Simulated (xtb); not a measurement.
BrCl, quintet, geometry from GFN2-xTB of the parent state (a higher spin typed on purpose: for a closed-shell molecule this is an excited state); GFN1-xTB in xtb.

Input for xtb:
```
$ xtb mol.xyz --gfn 1 --chrg 0 --uhf 4 --json

# file mol.xyz
2

Cl    -0.00000000    -0.00000000    -1.77742018
Br     0.00000000     0.00000000     0.86331837
```

The log (banner, timings and long lists left out):

```
   ID    Z sym.   atoms
    1   17 Cl     1
    2   35 Br     2

           -------------------------------------------------
          |                Calculation Setup                |
           -------------------------------------------------

           -------------------------------------------------
          |                 G F N 1 - x T B                 |
           -------------------------------------------------

          ...................................................
          :                      SETUP                      :
          :.................................................:
          :  # basis functions                  20          :
          :  # atomic orbitals                  18          :
          :  # shells                            6          :
          :  # electrons                        14          :
          :  # halogen bonds                     0          :
          :  max. iterations                   250          :
          :  Hamiltonian                  GFN1-xTB          :
          :  restarted?                      false          :
          :  GBSA solvation                  false          :
          :  PC potential                    false          :
          :  electronic temp.          300.0000000     K    :
          :  accuracy                    1.0000000          :
          :  -> integral cutoff          0.2500000E+02      :
          :  -> integral neglect         0.1000000E-07      :
          :  -> SCF convergence          0.1000000E-05 Eh   :
          :  -> wf. convergence          0.2000000E-04 e    :
          :  Broyden damping             0.4000000          :
          :  net charge                          0          :
          :  unpaired electrons                  4          :
          ...................................................

 iter      E             dE          RMSdq      gap      omega  full diag
   1     -6.9941495 -0.699415E+01  0.127E+01    0.00       0.0  T
   2     -6.0872838  0.906866E+00  0.238E+01    0.00       1.0  T
   3     -7.2259346 -0.113865E+01  0.138E+01    0.00       1.0  T
   4     -7.6311179 -0.405183E+00  0.977E+00    0.00       1.0  T
   5     -5.4558851  0.217523E+01  0.204E+01    0.00       1.0  T
   6     -5.8182415 -0.362356E+00  0.186E+01    0.00       1.0  T
   7     -7.6695437 -0.185130E+01  0.427E+00    0.00       1.0  T
   8     -7.5688463  0.100697E+00  0.568E+00    0.00       1.0  T
   9     -7.4765836  0.922628E-01  0.132E+01    0.00       1.0  T
  10     -7.6387951 -0.162212E+00  0.327E+00    0.00       1.0  T
  11     -7.5899210  0.488741E-01  0.871E+00    0.00       1.0  T
  12     -7.6840067 -0.940857E-01  0.204E+00    0.00       1.0  T
  13     -7.6669690  0.170377E-01  0.384E+00    0.00       1.0  T
  14     -7.6825750 -0.156060E-01  0.159E+00    0.00       1.0  T
  15     -7.6823765  0.198521E-03  0.126E+00    0.00       1.0  T
  16     -7.6841349 -0.175837E-02  0.124E-01    0.00       1.0  T
  17     -7.6841338  0.108243E-05  0.700E-02    0.00       1.0  T
  18     -7.6841428 -0.897535E-05  0.129E-02    0.00       5.5  T
  19     -7.6841428 -0.592425E-07  0.305E-03    0.00      23.2  T
  20     -7.6841428  0.352700E-07  0.402E-03    0.00      17.6  T
  21     -7.6841428 -0.318164E-07  0.114E-03    0.00      62.0  T
  22     -7.6841428 -0.486449E-08  0.647E-04    0.00     109.2  T
  23     -7.6841428 -0.857498E-09  0.890E-05    0.00     794.9  T
  24     -7.6841428 -0.122213E-10  0.425E-05    0.00    1662.1  T

   *** convergence criteria satisfied after 24 iterations ***

         :::::::::::::::::::::::::::::::::::::::::::::::::::::
         ::                     SUMMARY                     ::
         :::::::::::::::::::::::::::::::::::::::::::::::::::::
         :: total energy              -7.684449272218 Eh    ::
         :: gradient norm              0.034943624322 Eh/a0 ::
         :: HOMO-LUMO gap              0.000000000000 eV    ::
         ::.................................................::
         :: SCC energy                -7.684142845858 Eh    ::
         :: -> electrostatic           0.000308436595 Eh    ::
         :: repulsion energy           0.000082161931 Eh    ::
         :: dispersion energy         -0.000388588291 Eh    ::
         :: halogen bond corr.         0.000000000000 Eh    ::
         :: add. restraining           0.000000000000 Eh    ::
         :: total charge              -0.000000000055 e     ::
         :::::::::::::::::::::::::::::::::::::::::::::::::::::

           -------------------------------------------------
          |                Property Printout                |
           -------------------------------------------------

    * Orbital Energies and Occupations

         #    Occupation            Energy/Eh            Energy/eV
      -------------------------------------------------------------
         1        2.0000           -0.8991715             -24.4677
         2        2.0000           -0.7205316             -19.6067
         3        2.0000           -0.5082653             -13.8306
         4        2.0000           -0.4761570             -12.9569
         5        2.0000           -0.4761570             -12.9569
         6        1.0000           -0.4519915             -12.2993
         7        1.0000           -0.4519915             -12.2993
         8        1.0000           -0.4020620             -10.9407
         9        0.4883           -0.1105040              -3.0070 (HOMO)
        10        0.4883           -0.1105040              -3.0070 (LUMO)
        11        0.0117           -0.1063328              -2.8935
        12        0.0117           -0.1063328              -2.8935
        13                         -0.0734231              -1.9979
        14                         -0.0393277              -1.0702
        15                         -0.0393277              -1.0702
        16                         -0.0299305              -0.8144
        17                         -0.0299305              -0.8144
        18                          0.0055195               0.1502
      -------------------------------------------------------------
                  HL-Gap            0.0000000 Eh            0.0000 eV
             Fermi-level           -0.2873113 Eh           -7.8181 eV

  Mulliken/CM5 charges         n(s)   n(p)   n(d)
     1Cl   -0.01132 -0.01541   1.997  5.002  0.012
     2Br    0.01132  0.01541   1.999  3.938  1.052

Wiberg/Mayer (AO) data.
largest (>0.10) Wiberg bond orders for each atom

 ---------------------------------------------------------------------------
     #   Z sym  total        # sym  WBO       # sym  WBO       # sym  WBO
 ---------------------------------------------------------------------------
     1  17 Cl   1.355 --     2 Br   1.355
     2  35 Br   1.355 --     1 Cl   1.355
 ---------------------------------------------------------------------------

Topologies differ in total number of bonds
Writing topology from bond orders to xtbtopo.mol

 dipole moment from electron density (au)
     X       Y       Z
   0.0000  -0.0000   0.1130  total (Debye):    0.287

           -------------------------------------------------
          | TOTAL ENERGY               -7.684449272218 Eh   |
          | GRADIENT NORM               0.034943624322 Eh/α |
          | HOMO-LUMO GAP               0.000000000000 eV   |
           -------------------------------------------------

normal termination of xtb
```
